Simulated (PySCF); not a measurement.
This PySCF input asks for the NMR shieldings of `c12ccc(C(F)(F)F)cc1nn[n-]2`, [C7H3F3N3]-; the geometry comes from GFN2-xTB.

```python
import basis_set_exchange as bse
import numpy as np
from pyscf import gto, dft
from pyscf.prop import nmr

atoms = """
F     2.756627   -1.427442   -0.719602
C     2.379569   -0.329429   -0.030455
F     3.111165    0.682810   -0.555534
F     2.908187   -0.510542    1.215776
C     0.914740   -0.081553   -0.026782
C     0.465532    1.241468    0.167443
C    -0.873409    1.539100    0.206226
C    -1.781816    0.492093    0.055095
N    -3.127762    0.435881    0.041709
N    -3.451889   -0.825754   -0.136211
N    -2.424086   -1.628339   -0.244277
C    -1.317129   -0.860207   -0.132680
C     0.041732   -1.145052   -0.169916
H     1.203553    2.024692    0.279655
H    -1.216266    2.554556    0.350175
H     0.403654   -2.153337   -0.312031
"""
names = dict.fromkeys(["F", "C", "N", "H"], "pcSseg-1")
basis = {el: gto.basis.parse(bse.get_basis(n, elements=[el], fmt="nwchem")) for el, n in names.items()}
mol = gto.M(atom=atoms, basis=basis, charge=-1, verbose=0)
mf = dft.RKS(mol, xc="PBE0")
mf.grids.level = 2
mf.grids.alignment = dft.numint.BLKSIZE   # the property module wants whole blocks of grid points
mf.conv_tol = 1e-9
mf.kernel()

calc = nmr.RKS(mf)   # GIAO
C = mf.mo_coeff
Co = C[:, mf.mo_occ > 0]
resp = mf.gen_response(singlet=True, hermi=2)
def vind(x):   # induced exchange potential for any number of trial vectors
    d = np.einsum("pi,xij,qj->xpq", C, 2 * x.reshape(-1, C.shape[1], Co.shape[1]), Co, optimize=True)
    return np.einsum("xpq,pi,qj->xij", resp(d - d.transpose(0, 2, 1)), C, Co, optimize=True).ravel()
mo1, _ = nmr.rhf.solve_mo1(calc, with_cphf=vind)
sigma = calc.kernel(mo1)
for i, s in enumerate(sigma):   # ppm
    w = np.linalg.eigvalsh((s + s.T) / 2)
    print("%2d %-2s iso %8.1f  s11 %8.1f  s22 %8.1f  s33 %8.1f" % (i, mol.atom_pure_symbol(i), w.mean(), *w))
```

Problem. Give the expected output.

Solution. 
```
 0 F  iso    257.5  s11    176.5  s22    246.5  s33    349.4
 1 C  iso     47.7  s11     38.5  s22     49.4  s33     55.2
 2 F  iso    249.7  s11    169.2  s22    232.9  s33    347.1
 3 F  iso    222.2  s11    126.2  s22    210.1  s33    330.4
 4 C  iso     69.2  s11    -12.7  s22     64.3  s33    155.9
 5 C  iso     71.3  s11    -27.7  s22     67.4  s33    174.1
 6 C  iso     68.2  s11    -20.0  s22     53.2  s33    171.4
 7 C  iso     32.2  s11    -31.3  s22    -13.2  s33    141.1
 8 N  iso    -94.3  s11   -277.6  s22   -171.8  s33    166.5
 9 N  iso   -206.5  s11   -508.9  s22   -227.2  s33    116.5
10 N  iso    -98.9  s11   -287.5  s22   -177.9  s33    168.8
11 C  iso     35.2  s11    -26.6  s22     -9.1  s33    141.4
12 C  iso     68.5  s11    -15.1  s22     47.1  s33    173.6
13 H  iso     24.5  s11     19.1  s22     24.7  s33     29.8
14 H  iso     23.8  s11     19.0  s22     24.8  s33     27.6
15 H  iso     23.4  s11     17.9  s22     23.1  s33     29.3
```

These numbers come from an equivalent density-fitted implementation of the same equations, which agrees with the script to about 0.01 ppm for H and up to a few tenths of a ppm for heavy atoms, so last digits may differ.

Problem. Turn these shieldings into chemical shifts. Shifts are taken against calculated references (same method and geometry level): $^{19}$F (170.95 ppm) against CFCl3; $^{13}$C (186.93 ppm), $^{1}$H (31.72 ppm) against TMS; $^{15}$N (267.73 ppm) vs NH3.

Solution. Averaging equivalent atoms: F 0/2/3: -72.2; C 7: 154.7; C 11: 151.7; C 1: 139.2; C 6: 118.7; C 12: 118.4; C 4: 117.7; C 5: 115.7; N 9: 474.3; N 10: 366.6; N 8: 362.0; H 15: 8.30; H 14: 7.92; H 13: 7.20 ppm. Unscaled 19F shifts against computed CFCl3 carry errors that often reach 10 to 50 ppm. Experimental scales use liquid or dissolved standards, which lie at an offset from isolated NH3 (liquid NH3: subtract about 20 ppm). Unscaled 15N shifts of sp2 nitrogen come out 20 to 40 ppm too high even then.

Size and cost of the density-fitted run: 236 basis functions, 48 s wall time on 1 thread of an Arm Neoverse V1, shared host.
